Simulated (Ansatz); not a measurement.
`CC[Si](N)(O)F` + `[OH][In]([Cl])[Cl]` → `N[Si](O)(O)F` + `C[CH2][In]([Cl])[Cl]`  (redistribution)

Calculated with Ansatz (gas phase, PBE0-D4/def2-TZVP geometries, no zero-point term in ΔE). CCSD(T)/CBS is the MP2 limit (def2-TZVPP, def2-QZVPP) plus CCSD(T) − MP2 in def2-TZVPP, frozen cores. DFT in def2-TZVPP. B3LYP here is the variant with VWN-RPA as its local correlation; programs differ in this. def2 core potentials past Kr. For In outer-core shells are correlated without core-valence functions, which leaves a few kJ/mol of doubt a bond. Each species was taken in one conformer, which may not be the lowest.

```json
{"level": "PBE-D4", "ΔE (kJ/mol)": "-80.1", "difference from CCSD(T)/CBS": "9.4"}
{"level": "r2SCAN-D4", "ΔE (kJ/mol)": "-88.1", "difference from CCSD(T)/CBS": "1.4"}
{"level": "PBE0-D4", "ΔE (kJ/mol)": "-87.3", "difference from CCSD(T)/CBS": "2.2"}
{"level": "B3LYP-D4", "ΔE (kJ/mol)": "-88.4", "difference from CCSD(T)/CBS": "1.1"}
{"level": "ωB97X-V", "ΔE (kJ/mol)": "-83.2", "difference from CCSD(T)/CBS": "6.3"}
{"level": "ωB97M-V", "ΔE (kJ/mol)": "-87.4", "difference from CCSD(T)/CBS": "2.1"}
{"level": "B2PLYP", "ΔE (kJ/mol)": "-90.0", "difference from CCSD(T)/CBS": "-0.5"}
{"level": "PBE", "ΔE (kJ/mol)": "-81.5", "difference from CCSD(T)/CBS": "8.0"}
{"level": "r2SCAN", "ΔE (kJ/mol)": "-88.7", "difference from CCSD(T)/CBS": "0.8"}
{"level": "PBE0", "ΔE (kJ/mol)": "-88.5", "difference from CCSD(T)/CBS": "1.0"}
{"level": "B3LYP", "ΔE (kJ/mol)": "-90.4", "difference from CCSD(T)/CBS": "-0.9"}
{"level": "HF/def2-TZVPP", "ΔE (kJ/mol)": "-97.4", "difference from CCSD(T)/CBS": "-7.9"}
{"level": "MP2/def2-TZVPP", "ΔE (kJ/mol)": "-95.2", "difference from CCSD(T)/CBS": "-5.7"}
{"level": "SCS-MP2/def2-TZVPP", "ΔE (kJ/mol)": "-92.7", "difference from CCSD(T)/CBS": "-3.2"}
{"level": "CCSD/def2-TZVPP", "ΔE (kJ/mol)": "-93.5", "difference from CCSD(T)/CBS": "-4.0"}
{"level": "CCSD(T)/def2-TZVPP", "ΔE (kJ/mol)": "-91.1", "difference from CCSD(T)/CBS": "-1.6"}
{"level": "HF/def2-QZVPP", "ΔE (kJ/mol)": "-97.5", "difference from CCSD(T)/CBS": "-8.0"}
{"level": "MP2/def2-QZVPP", "ΔE (kJ/mol)": "-94.3", "difference from CCSD(T)/CBS": "-4.8"}
{"level": "SCS-MP2/def2-QZVPP", "ΔE (kJ/mol)": "-91.7", "difference from CCSD(T)/CBS": "-2.2"}
{"level": "HF/CBS(def2)", "ΔE (kJ/mol)": "-97.5", "difference from CCSD(T)/CBS": "-8.0"}
{"level": "MP2/CBS(def2)", "ΔE (kJ/mol)": "-93.5", "difference from CCSD(T)/CBS": "-4.0"}
{"level": "CCSD/CBS(def2)", "ΔE (kJ/mol)": "-91.9", "difference from CCSD(T)/CBS": "-2.4"}
{"level": "CCSD(T)/CBS", "ΔE (kJ/mol)": "-89.5", "difference from CCSD(T)/CBS": "0"}
```

Largest T1 diagnostic among the species: 0.014.

From PBE to PBE0 (25 % exact exchange), in def2-TZVPP and without D4, ΔE moves by −7.0 kJ/mol.
